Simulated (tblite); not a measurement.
A geometry optimisation, step by step.

Compound: C₆H₈NOSi (doublet state).
Atom-mapped SMILES: `[H]/[N:8]=[C:7]/[c:6]1[cH:5][cH:4][c:3]([SiH2:2][CH3:1])[o:9]1` (hydrogens: H10, H11, H12 on C1; H13, H14 on Si2; H15 on C4; H16 on C5; H17 on N8)
Bond orders are those of one Lewis drawing.

Computed with GFN2-xTB (tblite), gas phase: L-BFGS steps from a force-field or distance-geometry start until the largest atomic force falls under 0.01 eV/Å. 12 of its 98 geometries are shown.

Step 0: E = -693.8406 eV, largest atomic force 7.730 eV/Å
```
atom  x, y, z in Å  |  force x, y, z in eV/Å
C1     -2.595    0.449   -0.954   -1.185  -0.051  -1.243
Si2    -1.922    0.624    0.743    0.425   0.124   1.625
C3     -0.192   -0.109    0.699    0.573   0.132  -0.454
C4      0.449   -1.097    1.407    0.125  -0.336   0.532
C5      1.767   -1.212    0.913   -0.357  -0.120   0.370
C6      1.852   -0.276   -0.096    2.030   0.414  -1.145
C7      2.921    0.086   -0.963   -5.123  -2.798   5.068
N8      3.806    0.387   -1.672    2.939   1.675  -3.573
O9      0.691    0.393   -0.234   -1.308  -0.017   0.500
H10    -2.005    1.003   -1.677    0.007  -0.031  -0.106
H11    -2.636   -0.597   -1.272    0.039   0.221  -0.006
H12    -3.628    0.840   -1.003    0.486  -0.182  -0.076
H13    -1.871    2.045    1.183    0.033  -0.301  -0.123
H14    -2.740   -0.143    1.724    0.259   0.152  -0.209
H15     0.013   -1.679    2.220    0.219   0.328  -0.475
H16     2.549   -1.880    1.240   -0.241   0.189  -0.105
H17     3.534    1.178   -2.267    1.080   0.600  -0.577
```

Step 9: E = -694.5426 eV, largest atomic force 1.775 eV/Å
```
atom  x, y, z in Å  |  force x, y, z in eV/Å
C1     -2.632    0.456   -0.991    0.018   0.005   0.066
Si2    -1.929    0.605    0.747    0.314  -0.071   0.509
C3     -0.193   -0.124    0.697    0.151  -0.093   0.062
C4      0.444   -1.086    1.465    0.314   0.040  -0.223
C5      1.758   -1.185    0.987    0.155   0.203  -0.229
C6      1.902   -0.221   -0.043    0.464  -0.590  -0.192
C7      2.914   -0.061   -0.984   -1.549  -0.028   0.867
N8      3.570    0.357   -1.908    0.270   0.463  -0.597
O9      0.679    0.391   -0.222    0.031  -0.045   0.213
H10    -2.025    0.997   -1.699    0.144   0.147  -0.194
H11    -2.651   -0.578   -1.297   -0.054  -0.287  -0.143
H12    -3.635    0.841   -1.046   -0.322   0.117  -0.054
H13    -1.834    2.015    1.180   -0.050  -0.112  -0.073
H14    -2.697   -0.162    1.758    0.136   0.118  -0.220
H15     0.003   -1.688    2.253    0.150   0.353  -0.366
H16     2.536   -1.882    1.261   -0.213   0.233   0.114
H17     3.782    1.337   -2.168    0.043  -0.451   0.462
```

Step 18: E = -694.7679 eV, largest atomic force 0.295 eV/Å
```
atom  x, y, z in Å  |  force x, y, z in eV/Å
C1     -2.636    0.452   -0.993   -0.010  -0.007  -0.061
Si2    -1.896    0.590    0.747   -0.019   0.028   0.055
C3     -0.169   -0.115    0.722   -0.037  -0.078   0.083
C4      0.492   -1.073    1.462   -0.044  -0.035  -0.004
C5      1.793   -1.200    0.978   -0.172   0.027  -0.009
C6      1.874   -0.277   -0.090   -0.077  -0.043   0.023
C7      2.765    0.003   -1.046    0.170   0.182  -0.158
N8      3.410    0.386   -2.002    0.025  -0.063   0.085
O9      0.674    0.393   -0.217    0.052  -0.185   0.053
H10    -2.032    0.999   -1.710    0.055   0.039  -0.038
H11    -2.676   -0.580   -1.329    0.009  -0.073   0.006
H12    -3.644    0.849   -1.048   -0.043   0.042   0.070
H13    -1.829    1.996    1.163   -0.022   0.073  -0.019
H14    -2.656   -0.171    1.737   -0.063  -0.078   0.045
H15     0.034   -1.642    2.245    0.069  -0.007   0.118
H16     2.563   -1.861    1.337   -0.091   0.183  -0.186
H17     3.925    1.264   -1.967    0.197  -0.005  -0.064
```

Step 26: E = -694.8391 eV, largest atomic force 0.278 eV/Å
```
atom  x, y, z in Å  |  force x, y, z in eV/Å
C1     -2.628    0.453   -0.981   -0.052   0.000  -0.029
Si2    -1.916    0.592    0.772   -0.115   0.017   0.064
C3     -0.207   -0.149    0.742   -0.055  -0.004   0.046
C4      0.485   -1.095    1.470    0.120   0.098  -0.007
C5      1.766   -1.198    0.928    0.011   0.043  -0.086
C6      1.800   -0.299   -0.164    0.030   0.199   0.111
C7      2.766    0.159   -0.979    0.242   0.016  -0.135
N8      3.459    0.375   -1.959   -0.072   0.040   0.092
O9      0.591    0.349   -0.242   -0.042  -0.144  -0.023
H10    -2.030    0.996   -1.706    0.056   0.048   0.028
H11    -2.676   -0.578   -1.317   -0.013  -0.065   0.023
H12    -3.633    0.858   -1.016   -0.085   0.025  -0.035
H13    -1.863    2.022    1.141    0.002  -0.148   0.023
H14    -2.694   -0.197    1.735   -0.008   0.075  -0.001
H15     0.102   -1.631    2.320    0.033   0.032  -0.120
H16     2.577   -1.819    1.252   -0.015  -0.015  -0.050
H17     4.094    1.175   -2.006   -0.037  -0.216   0.098
```

Step 35: E = -694.8720 eV, largest atomic force 0.123 eV/Å
```
atom  x, y, z in Å  |  force x, y, z in eV/Å
C1     -2.655    0.450   -0.975   -0.005  -0.015   0.007
Si2    -1.952    0.563    0.785   -0.013   0.030   0.004
C3     -0.229   -0.160    0.731   -0.043  -0.005   0.072
C4      0.504   -1.073    1.462    0.017  -0.003  -0.024
C5      1.779   -1.147    0.907   -0.032  -0.058  -0.070
C6      1.777   -0.249   -0.184   -0.014   0.060   0.036
C7      2.772    0.211   -0.961    0.078   0.006  -0.078
N8      3.483    0.352   -1.939    0.041  -0.114  -0.019
O9      0.548    0.347   -0.271   -0.023  -0.007   0.077
H10    -2.024    0.999   -1.670   -0.014  -0.023   0.003
H11    -2.696   -0.582   -1.312   -0.021   0.003  -0.030
H12    -3.657    0.863   -1.041    0.007  -0.004   0.020
H13    -1.876    1.981    1.167   -0.005  -0.003   0.037
H14    -2.744   -0.185    1.763    0.002  -0.033   0.006
H15     0.157   -1.626    2.316   -0.034   0.057  -0.095
H16     2.592   -1.788    1.181    0.014   0.066   0.045
H17     4.213    1.058   -1.969    0.044   0.043   0.009
```

Step 44: E = -694.8879 eV, largest atomic force 0.101 eV/Å
```
atom  x, y, z in Å  |  force x, y, z in eV/Å
C1     -2.675    0.440   -0.964    0.006   0.006   0.017
Si2    -1.976    0.546    0.802    0.005   0.002  -0.067
C3     -0.238   -0.142    0.727   -0.045  -0.013   0.014
C4      0.507   -1.063    1.435   -0.019   0.037  -0.008
C5      1.779   -1.115    0.872   -0.019   0.026   0.040
C6      1.763   -0.192   -0.201    0.022  -0.039   0.013
C7      2.768    0.226   -0.989    0.018  -0.020   0.045
N8      3.560    0.278   -1.911    0.039   0.007  -0.079
O9      0.530    0.395   -0.269   -0.006  -0.031   0.056
H10    -2.029    0.988   -1.648   -0.050  -0.024   0.007
H11    -2.726   -0.588   -1.317   -0.004   0.046   0.038
H12    -3.673    0.865   -1.035    0.043  -0.010   0.021
H13    -1.897    1.955    1.215   -0.033   0.025   0.004
H14    -2.769   -0.206    1.777    0.030  -0.058  -0.009
H15     0.157   -1.632    2.277    0.022   0.041  -0.090
H16     2.615   -1.720    1.161   -0.020   0.025  -0.024
H17     4.298    0.978   -1.941    0.011  -0.019   0.023
```

Step 53: E = -694.8957 eV, largest atomic force 0.077 eV/Å
```
atom  x, y, z in Å  |  force x, y, z in eV/Å
C1     -2.691    0.444   -0.951   -0.018   0.004   0.001
Si2    -1.983    0.547    0.809    0.009  -0.033  -0.069
C3     -0.241   -0.121    0.709    0.010   0.030   0.015
C4      0.505   -1.042    1.415   -0.020   0.014  -0.003
C5      1.782   -1.081    0.865   -0.021  -0.029   0.003
C6      1.765   -0.161   -0.210    0.027  -0.027   0.017
C7      2.782    0.218   -1.000    0.000   0.024   0.003
N8      3.595    0.241   -1.906    0.000  -0.025   0.010
O9      0.532    0.425   -0.279    0.023  -0.016   0.012
H10    -2.056    0.979   -1.653   -0.020  -0.008   0.032
H11    -2.753   -0.588   -1.292   -0.020   0.032   0.013
H12    -3.687    0.875   -1.009    0.000  -0.013  -0.005
H13    -1.952    1.954    1.243   -0.017  -0.034   0.016
H14    -2.740   -0.275    1.760    0.026   0.017  -0.007
H15     0.148   -1.628    2.240    0.014   0.038  -0.008
H16     2.622   -1.679    1.154   -0.025  -0.001  -0.007
H17     4.366    0.904   -1.904    0.033   0.028  -0.023
```

Step 62: E = -694.9014 eV, largest atomic force 0.051 eV/Å
```
atom  x, y, z in Å  |  force x, y, z in eV/Å
C1     -2.725    0.448   -0.948    0.012  -0.006   0.020
Si2    -1.983    0.541    0.797    0.001  -0.017  -0.004
C3     -0.224   -0.084    0.691    0.006   0.012   0.003
C4      0.502   -1.016    1.404   -0.007   0.005  -0.010
C5      1.782   -1.078    0.862   -0.005   0.002   0.008
C6      1.789   -0.157   -0.212    0.017   0.004   0.024
C7      2.820    0.218   -0.988   -0.013   0.003  -0.011
N8      3.631    0.217   -1.897   -0.004   0.003   0.022
O9      0.566    0.451   -0.288    0.005  -0.023  -0.007
H10    -2.093    0.980   -1.655   -0.037  -0.022  -0.010
H11    -2.799   -0.585   -1.279   -0.011   0.033  -0.037
H12    -3.719    0.884   -0.995    0.030  -0.011   0.019
H13    -2.013    1.930    1.278    0.016   0.012  -0.002
H14    -2.688   -0.328    1.744   -0.012  -0.011   0.008
H15     0.128   -1.592    2.227    0.013   0.020  -0.006
H16     2.609   -1.690    1.161   -0.017  -0.002  -0.014
H17     4.410    0.873   -1.911    0.007  -0.001  -0.003
```

Step 71: E = -694.9026 eV, largest atomic force 0.019 eV/Å
```
atom  x, y, z in Å  |  force x, y, z in eV/Å
C1     -2.733    0.446   -0.948   -0.005   0.002   0.005
Si2    -1.982    0.534    0.794    0.000  -0.002  -0.003
C3     -0.220   -0.076    0.687    0.004  -0.003   0.007
C4      0.503   -1.007    1.403    0.006  -0.002   0.003
C5      1.782   -1.075    0.863    0.003   0.004   0.002
C6      1.794   -0.154   -0.211   -0.001  -0.008  -0.007
C7      2.827    0.218   -0.986    0.014   0.003  -0.013
N8      3.641    0.214   -1.892   -0.002  -0.007   0.012
O9      0.572    0.456   -0.293    0.002  -0.009   0.003
H10    -2.110    0.979   -1.661   -0.017   0.007   0.004
H11    -2.817   -0.582   -1.292   -0.006   0.006   0.005
H12    -3.725    0.887   -0.975   -0.001   0.000  -0.010
H13    -2.015    1.921    1.280    0.004   0.003  -0.008
H14    -2.681   -0.341    1.741   -0.004  -0.002  -0.004
H15     0.128   -1.575    2.230    0.001  -0.003   0.000
H16     2.603   -1.696    1.158    0.003   0.007  -0.001
H17     4.423    0.863   -1.907   -0.002   0.005   0.004
```

Step 79: E = -694.9031 eV, largest atomic force 0.024 eV/Å
```
atom  x, y, z in Å  |  force x, y, z in eV/Å
C1     -2.746    0.449   -0.947   -0.004   0.003  -0.003
Si2    -1.981    0.529    0.789    0.013   0.002  -0.006
C3     -0.216   -0.077    0.686   -0.006  -0.010  -0.007
C4      0.509   -1.004    1.405   -0.008  -0.004  -0.008
C5      1.787   -1.074    0.863   -0.003   0.005   0.012
C6      1.797   -0.156   -0.214   -0.003  -0.002   0.002
C7      2.831    0.215   -0.986    0.013   0.007  -0.019
N8      3.653    0.207   -1.885   -0.002  -0.003   0.006
O9      0.574    0.452   -0.296   -0.007  -0.007   0.000
H10    -2.132    0.989   -1.663    0.002   0.000  -0.004
H11    -2.833   -0.577   -1.296    0.001   0.000  -0.003
H12    -3.738    0.889   -0.963   -0.010  -0.001   0.006
H13    -2.009    1.919    1.270   -0.003   0.003   0.010
H14    -2.681   -0.350    1.731    0.000   0.006   0.007
H15     0.135   -1.570    2.236    0.009   0.000  -0.005
H16     2.611   -1.690    1.156   -0.001  -0.003   0.013
H17     4.433    0.861   -1.896    0.007   0.005  -0.001
```

Step 88: E = -694.9037 eV, largest atomic force 0.021 eV/Å
```
atom  x, y, z in Å  |  force x, y, z in eV/Å
C1     -2.761    0.454   -0.947    0.000   0.001  -0.002
Si2    -1.978    0.528    0.781    0.011  -0.009  -0.003
C3     -0.216   -0.088    0.675   -0.001   0.001  -0.007
C4      0.513   -1.005    1.404   -0.011   0.001  -0.009
C5      1.794   -1.070    0.867   -0.007  -0.003   0.012
C6      1.802   -0.160   -0.217   -0.004  -0.010   0.004
C7      2.837    0.209   -0.989    0.016   0.011  -0.004
N8      3.668    0.205   -1.879   -0.014  -0.015   0.001
O9      0.575    0.438   -0.308   -0.002  -0.003  -0.004
H10    -2.161    1.001   -1.669    0.004   0.004   0.000
H11    -2.849   -0.570   -1.302    0.005  -0.004   0.002
H12    -3.756    0.889   -0.947   -0.005   0.003   0.003
H13    -2.003    1.915    1.268    0.007   0.004   0.001
H14    -2.676   -0.348    1.726   -0.007  -0.006   0.016
H15     0.144   -1.570    2.237   -0.009   0.011  -0.009
H16     2.618   -1.680    1.173    0.013   0.004  -0.003
H17     4.444    0.863   -1.885    0.006   0.011   0.003
```

Step 97: E = -694.9041 eV, largest atomic force 0.009 eV/Å
```
atom  x, y, z in Å  |  force x, y, z in eV/Å
C1     -2.772    0.458   -0.945    0.000  -0.003   0.001
Si2    -1.976    0.523    0.777    0.007  -0.002  -0.001
C3     -0.218   -0.098    0.660   -0.001  -0.003  -0.002
C4      0.513   -1.006    1.399   -0.004  -0.001  -0.001
C5      1.797   -1.067    0.871   -0.005   0.004   0.004
C6      1.806   -0.165   -0.220   -0.002   0.000   0.002
C7      2.844    0.208   -0.986    0.001   0.003  -0.001
N8      3.679    0.202   -1.871   -0.001  -0.007  -0.005
O9      0.575    0.425   -0.324   -0.002   0.002   0.000
H10    -2.180    1.012   -1.669    0.000   0.004   0.007
H11    -2.857   -0.564   -1.305   -0.001  -0.003  -0.001
H12    -3.769    0.887   -0.933   -0.001  -0.001  -0.005
H13    -1.990    1.911    1.266    0.006   0.007   0.000
H14    -2.674   -0.346    1.730    0.002  -0.006   0.001
H15     0.139   -1.565    2.234    0.001   0.001   0.001
H16     2.626   -1.667    1.185   -0.006  -0.001   0.000
H17     4.451    0.865   -1.878    0.006   0.007   0.000
```

Task: Summarise the path.

Result: The energy falls by 24.52 kcal/mol from step 0 to step 97; nine tenths of that is first reached at step 22. It rises by more than 0.2 meV at step 1. The largest force goes from 7.730 to 0.009 eV/Å. Among the bonds C6–C7 changes most, from 1.423 to 1.343 Å; the atoms move by 0.308 Å rms after alignment.

Task: Follow the three bonds and two angles with the largest change from start to end.

Result: 
```
step  E above end (kcal/mol)  largest force (eV/Å)  C6–C7 (Å)  C1–Si2 (Å)  C7=N8 (Å)  C6–C7–N8 (°)  C7–N8–H17 (°)
   0                   24.52                 7.730      1.423       1.834      1.173         179.7          110.3
   4                   14.66                 1.053      1.364       1.892      1.216         175.2          117.5
   8                    9.46                 1.576      1.389       1.884      1.207         161.1          133.1
  13                    4.84                 0.539      1.348       1.907      1.220         169.6          122.2
  17                    3.37                 0.235      1.340       1.896      1.213         169.1          121.7
  21                    2.53                 0.260      1.341       1.902      1.215         168.4          121.3
  25                    1.68                 0.264      1.345       1.898      1.218         164.4          122.6
  30                    1.05                 0.140      1.347       1.898      1.218         160.1          120.4
  34                    0.79                 0.136      1.344       1.898      1.217         159.3          121.5
  38                    0.58                 0.136      1.346       1.900      1.219         160.9          121.1
  42                    0.43                 0.086      1.344       1.902      1.217         161.0          121.5
  46                    0.31                 0.103      1.343       1.899      1.217         161.4          121.3
  51                    0.22                 0.075      1.342       1.898      1.218         161.6          121.1
  55                    0.16                 0.102      1.343       1.900      1.217         161.7          121.4
  59                    0.09                 0.081      1.343       1.895      1.218         160.7          121.6
  63                    0.05                 0.046      1.344       1.900      1.218         160.1          121.3
  67                    0.04                 0.025      1.344       1.898      1.218         159.9          121.5
  72                    0.03                 0.019      1.344       1.899      1.218         160.3          121.5
  76                    0.03                 0.031      1.344       1.898      1.218         160.0          121.4
  80                    0.02                 0.023      1.343       1.899      1.218         160.5          121.4
  84                    0.01                 0.027      1.344       1.899      1.218         160.7          121.4
  89                    0.01                 0.023      1.343       1.899      1.218         161.0          121.5
  93                    0.00                 0.018      1.343       1.899      1.218         160.8          121.3
  97                    0.00                 0.009      1.343       1.898      1.218         160.7          121.5
```

What follows is the cost of the whole relaxation. Hardware: Arm Neoverse N1, one thread (shared host). Cost: 1.2 s.
